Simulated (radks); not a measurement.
Task: Radial electron density D(r) = 4 pi r^2 rho(r) of an atom or ion with 65.75 electrons. Calculated with a radial shooting solver on a logarithmic mesh with Libxc functionals: scalar-relativistic Kohn-Sham, r2SCAN, spin-polarised, spherical densities, finite nucleus; meta-GGA in the generalised Kohn-Sham scheme; Fermi nuclear charge, rms radius of each element as measured or else 0.836 A^(1/3) + 0.57 fm.

| r (bohr) | D(r) (e/bohr) | spin D(r) |
|---|---|---|
| 0.002632 | 20.60 | 0.000389 |
| 0.003596 | 31.31 | 0.000579 |
| 0.004912 | 45.43 | 0.000814 |
| 0.006711 | 61.90 | 0.00105 |
| 0.009168 | 77.57 | 0.00119 |
| 0.01242 | 87.22 | 0.00113 |
| 0.01697 | 87.34 | 0.000824 |
| 0.02319 | 80.45 | 0.000587 |
| 0.03168 | 79.70 | 0.00101 |
| 0.04328 | 96.34 | 0.00185 |
| 0.05913 | 116.4 | 0.000521 |
| 0.08013 | 110.6 | -0.00148 |
| 0.1095 | 90.05 | 0.0299 |
| 0.1496 | 97.49 | 0.220 |
| 0.2043 | 100.8 | 0.831 |
| 0.2791 | 61.27 | 2.16 |
| 0.3813 | 46.81 | 4.03 |
| 0.5168 | 54.80 | 5.07 |
| 0.7061 | 35.44 | 4.37 |
| 0.9646 | 17.27 | 2.78 |
| 1.318 | 10.86 | 1.22 |
| 1.8 | 5.246 | 0.306 |
| 2.44 | 1.703 | 0.0941 |
| 3.333 | 0.7395 | 0.0913 |
| 4.554 | 0.4290 | 0.0493 |
| 6.221 | 0.1325 | 0.00680 |
| 8.499 | 0.01523 | -0.000867 |
| 11.61 | 0.0005215 | -0.0000951 |

What is the nuclear charge?

Result: Z = 66. The innermost maximum, from 1s, lies near gamma/Z bohr with gamma = sqrt(1 - (Z/c)^2) = 0.876, here 0.0133 bohr (found: 0.0146), and its height grows with Z. The density is that of the dysprosium ion Dy0.25+ in [Xe] 4f10 6s(up 1, down 0.75); the configuration itself is not fixed sharply by these data, and Z only to a few units. D(r) has 4 maxima, at r = 0.0146, 0.0651, 0.181, 0.497 bohr, and minima at 0.0279, 0.119, 0.352 bohr, inside which lie 1.93, 11.10, 29.37 electrons.
